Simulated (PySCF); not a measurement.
Computed IR spectrum (relative IR intensity) of a molecule CH7FN2Si. Coordinates come from a PBE-D3(BJ)/def2-SVP optimisation. The values are those of a single conformer. Method: PBE-D3(BJ)/def2-SVP (PySCF). Frequencies are harmonic and unscaled.

Lines under 2 % of the strongest are left out, and lines within 2 cm⁻¹ are merged.

ν (cm⁻¹): 277 (w), 326 (w), 370 (s), 402 (m), 499 (s), 739 (m), 761 (vw), 778 (w), 838 (vw), 888 (vs), 931 (vs), 1059 (w), 1143 (m), 1353 (m), 1399 (w), 1451 (vw), 1483 (m), 2172 (s), 2923 (m), 2984 (m), 3042 (w), 3505 (w), 3512 (w), 3604 (w) (against the strongest line: vs over 80 %, s over 45 %, m over 15 %, w over 4 %, vw less)

Problem. Which molecule gave these data?
A. NC[Si@H](N)F
B. C[Si](N)(N)F
C. N[SiH](N)CF
D. CN[Si@H](N)F

Solution. D, CN[Si@H](N)F
